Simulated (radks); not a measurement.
Problem. Coherent X-ray form factor from a spherical all-electron density. Method: scalar-relativistic Kohn-Sham, Slater X-alpha with alpha = 0.914, spin-polarised, spherical densities, finite nucleus; Fermi nuclear charge, rms radius of each element as measured or else 0.836 A^(1/3) + 0.57 fm; computed with a radial shooting solver on a logarithmic mesh with Libxc functionals.

| sin(theta)/lambda (1/angstrom) | f0 (electrons) |
|---|---|
| 0.05 | 24.730 |
| 0.1 | 23.958 |
| 0.15 | 22.780 |
| 0.2 | 21.325 |
| 0.25 | 19.722 |
| 0.3 | 18.083 |
| 0.4 | 15.001 |
| 0.5 | 12.441 |
| 0.6 | 10.482 |
| 0.8 | 8.045 |
| 1 | 6.778 |
| 1.25 | 5.792 |
| 1.5 | 4.954 |
| 2 | 3.450 |

The species is in the configuration that NIST lists as its ground one. Which atom or ion scatters so?

Solution. The cobalt ion Co2+, [Ar] 3d7. Extrapolating in s^2 from the first two rows gives f0(0) = 25.0, near the electron count 25; among species with that count, the fall with angle is slower the higher Z, and the table is that of Z = 27; from so few rows the species is fixed only to a neighbour or two.
